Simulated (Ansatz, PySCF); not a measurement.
The pair A = AlH3 (SMILES [AlH3]) (first 4 atoms), B = C2H3N (SMILES CC#N); geometry from B3LYP-D3(BJ)/def2-TZVP.
(charge 0, multiplicity 1):
```xyz
10

Al    -0.03534     0.15324    -0.40982
H     -1.49527    -0.22022    -0.92852
H      1.14634    -0.86223    -0.74495
H      0.33284     1.70002    -0.30107
C     -0.58072    -0.79724     4.08471
C     -0.41011    -0.49997     2.67860
N     -0.27479    -0.26508     1.56747
H     -0.13452    -1.76567     4.31278
H     -0.09466    -0.02761     4.68504
H     -1.64310    -0.82522     4.32872
```

Frozen-core correlation. Rows in 6-31G* carry no dispersion term and start afresh at each structure (6-31G* with six Cartesian d functions).

Run with Ansatz (Gaussian orbitals); PySCF for 6-31G* rows. Each number belongs to the level named beside it.

Total energies (hartree), monomers frozen at their geometry in the pair:

```csv
structure,PBE/def2-TZVPPD,B3LYP/6-31G*,MP2/aug-cc-pV(D+d)Z
AB,-376.7224821,-376.9931199,-376.1311986
A in the pair's basis,-244.0457196,-244.1989498,-243.7126542
B in the pair's basis,-132.6358989,-132.7580487,-132.3810753
A,-244.0455844,-244.1986214,-243.7114187
B,-132.6357318,-132.7540396,-132.3794851
```

Work out the interaction energy without and with the counterpoise correction, and the superposition error, for each level.


E(AB) − E(A) − E(B), times 627.509 kcal/mol, with the monomers in their own basis and then in the pair's basis:
- PBE/def2-TZVPPD: -25.83 uncorrected, -25.64 corrected; the monomers gain 0.19 kcal/mol from borrowed functions
- B3LYP/6-31G*: -25.39 uncorrected, -22.67 corrected; the monomers gain 2.72 kcal/mol from borrowed functions
- MP2/aug-cc-pV(D+d)Z: -25.29 uncorrected, -23.51 corrected; the monomers gain 1.77 kcal/mol from borrowed functions

Ansatz is a program for electronic structure.
